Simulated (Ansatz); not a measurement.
Ansatz (a program for electronic structure) input:

Ansatz 0.2 input:
```yaml
crystal:
  periodic: [false, false, false]
  atoms:
    - {symbol: O, position_ang: [1.15230197, -0.04300574, 0.03429933]}
    - {symbol: C, position_ang: [-0.04514173, 0.30991463, 0.00244234]}
    - {symbol: O, position_ang: [-1.09223509, -0.36937562, -0.03754919]}
    - {symbol: H, position_ang: [-0.20968472, 1.43956304, 0.01134476]}
basis:
  gaussian:
    orbitals: cc-pVQZ
total_charge: -1
magnetization: {spin_polarized: false}
correlation: {method: ccsd_t, electrons: outside_noble_gas}
```

Q: Predict the final energy.

A: -188.99472 Eh (CCSD(T)/cc-pVQZ). The basis has 195 functions. The run takes about 28 core-seconds (a rough figure).
